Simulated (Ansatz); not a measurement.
H5NSi2, SMILES `N[Si][SiH3]` (lower singlet) (charge 0, multiplicity 1). This singlet lies 1.40 eV below the relaxed triplet at the level frozen-core CCSD(T)/cc-pVTZ // PBE0-D3(BJ)/def2-TZVP (Ansatz, an electronic-structure program).

Z-matrix (Å, degrees):
```
Si
H 1 1.4928
H 1 1.4928 2 106.63
H 1 1.4979 2 107.50 3 -115.03
Si 1 2.4108 2 111.26 3 121.36
N 5 1.7095 1 94.79 2 120.69
H 6 1.0093 5 126.98 1 -0.07
H 6 1.0096 7 111.86 5 179.99
```
Charge 0, multiplicity 1.

The restricted HF start is unstable towards unrestricted orbitals.

### Question
Give the natural occupations of the active orbitals, the CASSCF energy and the corrected energy for frozen-core fic-MRCISD+Q@CASSCF(2e,2o)/cc-pVTZ // PBE0-D3(BJ)/def2-TZVP (Ansatz).

### Answer

The natural occupations is 1.93, 0.07, the CASSCF energy is -635.2726 Ha and the corrected energy is -635.7489 Ha. The weight of the reference is 0.870.
